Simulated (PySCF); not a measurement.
## Electron correlation in V(2+) (vanadium, charge +2)

[Ar] 3d2 4s1, 4s spin antiparallel (an excited configuration). Computed with PySCF 2.14 in aug-cc-pwCVTZ-DK, with the spin-free X2C one-electron Hamiltonian (Gaussian nucleus). Frozen: [Ar]; 3 electrons correlated.

MP2 pair energies summed by pair of shells (mhartree):

```
 pair  energy  share (%)
3d-4s  -10.08       66.9
3d-3d   -4.98       33.1
```

Total MP2 correlation energy: -15.06 mhartree.

Same-spin part -4.98 and opposite-spin part -10.08 mhartree; SCS-MP2 scales them by 1/3 and 6/5 to -13.75 mhartree.
